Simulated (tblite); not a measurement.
Species: C₈H₁₀OSi.
Structure used (GFN2-xTB), in Å, numbered top down from 1:
```
atom  x, y, z in Å
C1    -1.0726    2.1816   -0.1867
C2    -1.0240    0.6922   -0.0814
C3    -2.2039   -0.0185    0.1089
C4    -2.2148   -1.3987    0.1804
C5    -1.0268   -2.1055    0.0756
C6     0.1582   -1.4175   -0.0803
C7     0.1812   -0.0253   -0.1673
C8     1.4874    0.6448   -0.3355
O9     1.6018    1.7504   -0.8342
Si10   3.1029   -0.2130    0.2779
H11   -0.9346    2.4816   -1.2251
H12   -0.2701    2.6449    0.3834
H13   -2.0305    2.5612    0.1625
H14   -3.1340    0.5262    0.1931
H15   -3.1482   -1.9246    0.3170
H16   -1.0276   -3.1841    0.1227
H17    1.0878   -1.9626   -0.1616
H18    3.5421   -1.1686   -0.7408
H19    4.0876    0.8481    0.4472
H20    2.8330   -0.9020    1.5414
```

Computed geometry: GFN2-xTB, gas phase.

Masses are those of the commonest isotopes; rigid-rotor values at the optimised geometry. The values belong to one conformer with, in the numbering `[CH3:1][c:2]1[cH:3][cH:4][cH:5][cH:6][c:7]1[C:8](=[O:9])[SiH3:10]`, C6–C7–C8–O9 156°.

**Question.** Give the principal moments of inertia and the rotational constants in cm⁻¹.

**Answer.** Ia = 269.78, Ib = 569.90, Ic = 811.11 u·Å²; 505379 MHz·u·Å²/I gives 1873, 886.8 and 623.1 MHz, that is A = 0.06249, B = 0.02958, C = 0.02078 cm⁻¹.

**Question.** Classify the top.

**Answer.** An asymmetric top; Ray's κ = -0.578.

**Question.** Is it planar, by Δ = Ic − Ia − Ib?

**Answer.** Not planar: Δ = Ic − Ia − Ib = -28.57 u·Å². For a rigid frame Δ = −2 Σ m c², so Σ m c² = 14.28 u·Å² lies off the ab plane: 5.33 from hydrogen and 8.95 from heavier atoms. The atom farthest from that plane is 1.42 Å away.

**Question.** Give the other two planar moments, Paa and Pbb, and the rms extents of the mass along the axes.

**Answer.** Paa = Σ m a² = (Ib + Ic − Ia)/2 = 555.61 and Pbb = Σ m b² = (Ia + Ic − Ib)/2 = 255.50 u·Å². With the mass M = 150.05 u, the rms extents √(P/M) along a, b and c are 1.92, 1.30, 0.31 Å.

**Question.** Estimate the classical rotational partition function at 10 K, 50 K and 100 K.

**Answer.** Point group C1, symmetry number σ = 1; q = (√π/σ)·√((kT/h)³/(ABC)), k/h = 20836.6 MHz/K: 5240 at 10 K, 58600 at 50 K, 166000 at 100 K.

Its GFN2-xTB frequencies are all real (lowest 34 cm⁻¹). Zero-point vibration and centrifugal distortion are left out.
